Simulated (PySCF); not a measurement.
Isomers of C7H9FO. Computed with TDDFT CAM-B3LYP/def2-SVPD, vertical, gas phase, core orbitals frozen in the response in PySCF 2.14.0, density-fitted response routines. Geometries: PBE0-D3(BJ)/def2-SVP; one conformer of each isolated species. Triplets are in the Tamm–Dancoff approximation.

A. `F[C@H]1[C@@H]2C(C[C@@H](C2)C1)=O`
B. `C=C1C(=C)[C@H](F)[C@@H]1OC`
C. `C[C@H]1CC=C(F)C(=O)C1`
D. `C#C[C@@H]1CC[C@]1(F)OC`

Lowest singlet levels (six at most, fewer where fewer were computed) with oscillator strengths:

1. 195 nm (f 0.000); 188 nm (f 0.003); 187 nm (f 0.004); 165 nm (f 0.034); 161 nm (f 0.036); 152 nm (f 0.040); T1 5.25 eV
2. 238 nm (f 0.306); 233 nm (f 0.024); 197 nm (f 0.004); 196 nm (f 0.008); 181 nm (f 0.005); 175 nm (f 0.108); T1 2.82 eV
3. 314 nm (f 0.000); 221 nm (f 0.249); 177 nm (f 0.000); 169 nm (f 0.005); 167 nm (f 0.008); 166 nm (f 0.044)
4. 291 nm (f 0.000); 174 nm (f 0.022); 159 nm (f 0.075); 157 nm (f 0.015); 155 nm (f 0.010); 154 nm (f 0.003); T1 3.72 eV

Question: Match each spectrum to its molecule.

Answer: 1 = D, 2 = B, 3 = C, 4 = A.
- A: S1 at 4.25 eV, HOMO→LUMO (96%); S1 has the pattern of n→π* at C=O; HOMO -8.75 and LUMO 0.33 eV.
- B: S1 at 5.20 eV, HOMO→LUMO (95%); Löwdin shares by element: HOMO carbon 86% or more; LUMO carbon 70% or more (atoms not listed hold the other 30%); HOMO -8.29 and LUMO -0.62 eV.
- C: S1 at 3.94 eV, HOMO→LUMO (80%), HOMO-1→LUMO (14%); Löwdin shares by element: HOMO oxygen 51%, carbon 30% or more (atoms not listed hold the other 18%); LUMO carbon 60% or more, oxygen 22% (atoms not listed hold the other 18%); HOMO -8.99 and LUMO -0.62 eV.
- D: S1 at 6.37 eV, HOMO-1→LUMO+2 (37%), HOMO→LUMO+1 (11%), HOMO→LUMO+5 (10%); Löwdin shares by element: HOMO carbon 61% or more, oxygen 12% (atoms not listed hold the other 27%); LUMO carbon 45% or more (atoms not listed hold the other 55%); HOMO -8.95 and LUMO 1.33 eV.
